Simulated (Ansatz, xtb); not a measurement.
## Relaxing a trial structure of CH2GaInO

The starting geometry of this gas-phase singlet was built from a drawn formula by distance geometry; its bonds are those of `[O]1[C@@H]2[InH][Ga]12`.

```
atom    x (Å)    y (Å)   z (Å)
   C   0.2762   1.7071  3.7644
  Ga   0.0137   3.2086  2.6807
  In  -1.4291   1.0669  3.0469
   O   1.2767   1.9471  2.7905
   H   0.6275   1.5648  4.7851
   H  -2.2671  -0.0482  1.9838
```

Predict what it relaxes into with r2SCAN-D4/def2-SVP.

A new bond forms, giving a structure with H6 bridging Ga2 and In3, given below by its coordinates. Distances that change by over a tenth: C1–Ga2 (1.87 → 2.23 Å), C1–In3 (1.96 → 2.67 Å), C1–O4 (1.42 → 1.23 Å), Ga2–O4 (1.79 → 2.23 Å), In3–H6 (1.75 → 2.09 Å). Contacts that close: Ga2–H6 (4.04 → 1.84 Å).

The energy falls by 2.94 eV over 24 steps:

```tsv
step	E − E(last) (eV)
1	2.944
4	0.915
6	0.711
9	0.562
11	0.531
14	0.391
16	0.114
19	0.009
21	0.008
24	0.000
```

Final geometry (Å):

```xyz
6

C     0.4275    1.6511    3.7440
Ga   -0.2506    2.1661    1.6804
In   -1.1924   -0.2177    2.7327
O     0.5692    2.8721    3.6312
H     0.7716    1.2068    4.7249
H    -1.8273    1.7678    2.5380
```

From the same start GFN2-xTB ends elsewhere, differing in C1–In3 (2.60 against 2.67 Å here), Ga2–In3 (3.92 against 2.77 Å here), Ga2–H6 (5.05 against 1.84 Å here).

No frequencies were run, so the end isn't proven a minimum. Atoms past krypton carry core potentials, without spin–orbit terms. Run with Ansatz 0.2.0, 3.8 min on 1 thread of AMD EPYC (Zen 3), on a shared host.
